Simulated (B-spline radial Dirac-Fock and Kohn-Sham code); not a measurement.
**Conversion-electron coefficients: Pm, 16.2 keV**

Z = 61 (promethium), transition energy 16.2 keV. The computed values come from a radial atomic solver: a Dirac-Hartree-Slater potential of the neutral atom with a Latter tail (no hole, which puts coefficients of high multipoles low close above an edge), finite nucleus with surface currents. The K shell is not open to conversion at this energy. Subshells that would emit electrons below 1 keV are left out.

```csv
subshell,electron energy (keV),E3,E4,E5,M4,M5
L1,8.77,5570,270000,9.15e+06,8.20e+06,2.17e+08
L2,9.19,418000,2.56e+07,1.07e+09,505000,1.62e+07
L3,9.74,602000,3.78e+07,1.63e+09,2.18e+08,1.30e+10
M1,14.55,1140,75600,3.41e+06,4.64e+06,2.18e+08
M2,14.73,114000,1.00e+07,6.42e+08,303000,1.52e+07
M3,14.84,160000,1.36e+07,8.32e+08,7.86e+07,7.20e+09
M4,15.15,13900,9.53e+06,1.99e+09,940000,1.07e+08
M5,15.17,21000,1.25e+07,2.47e+09,1.48e+07,4.00e+09
N1,15.87,274,19800,993000,1.31e+06,6.78e+07
N2,15.96,26700,2.52e+06,1.75e+08,82600,4.49e+06
N3,15.96,37100,3.32e+06,2.18e+08,1.93e+07,1.90e+09
N4,16.08,3110,2.19e+06,4.79e+08,226000,2.72e+07
N5,16.08,4680,2.87e+06,5.90e+08,3.41e+06,9.61e+08
N6,16.19,0.871,1090,1.57e+06,774,258000
N7,16.19,0.904,1750,2.07e+06,618,1.53e+06
total,,1.42e+06,1.21e+08,1.02e+10,3.54e+08,2.81e+10
```

Problem. For a pure E4 transition, what fraction of decays emits a photon?

Solution. 1/(1 + α) = 8.25e-09 with the total α = 1.21e+08; the total includes the outer subshells that are not listed.
